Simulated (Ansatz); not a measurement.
`[CH3][Al]1[BH][NH]1`, relaxed with RKS PBE0-D4/def2-TZVP in the Gaussian-basis code of Ansatz from a PBE-D4/def2-SVP geometry. The force threshold is 0.005 eV/Å; the program also tests the step.

The species carries charge 0 and has multiplicity 1.

Start:

```xyz
9

C     0.466   -1.647    0.797
Al   -0.446   -0.209   -0.182
B    -1.111    1.462   -1.097
N     0.130    1.536   -0.435
H    -0.078   -2.612    0.750
H     1.487   -1.801    0.387
H     0.578   -1.365    1.867
H    -1.767    2.273   -1.722
H     0.741    2.363   -0.366
```

Task: How much energy does the relaxation release, and in how many steps? (Estimate.)

Result: Ansatz gave: 1.03 kcal/mol, in 6 steps.

Task: Which bonds change most? (Best estimate.)

Result: The calculation gave: Al2–N4 from 1.855 to 1.815 Å; Al2–B3 from 2.018 to 1.995 Å; B3–H8 from 1.215 to 1.194 Å; C1–H7 from 1.112 to 1.094 Å.

Task: Give the relaxed structure. (Best estimate.)

Result: The calculation gave: 
```xyz
9

C     0.466   -1.636    0.793
Al   -0.397   -0.180   -0.168
B    -1.108    1.439   -1.092
N     0.124    1.539   -0.431
H    -0.101   -2.567    0.738
H     1.465   -1.821    0.387
H     0.586   -1.373    1.849
H    -1.747    2.236   -1.710
H     0.712    2.362   -0.365
```
